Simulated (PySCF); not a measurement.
A structure optimised at PBE-D3(BJ)/def2-SVP, used in a PySCF frequency run:

```
Si
O 1 1.6697
H 2 0.9754 1 114.13
O 1 1.6730 2 107.95 3 -42.71
H 4 0.9735 1 113.86 2 150.73
O 1 1.6822 2 114.63 3 73.05
H 6 0.9733 1 114.93 2 69.08
Ge 1 2.3797 2 104.93 3 -165.01
H 8 1.5499 1 112.35 2 55.67
H 8 1.5537 9 108.02 1 -121.69
H 8 1.5544 9 108.07 10 -115.39
```
Charge 0, spin multiplicity 1.

### Question
Write its SMILES and formula.

### Answer
O[Si](O)(O)[GeH3], GeH6O3Si

### Question
What are its rotational constants (standard atomic weights)?

### Answer
3.6835, 1.3579, 1.3269 GHz
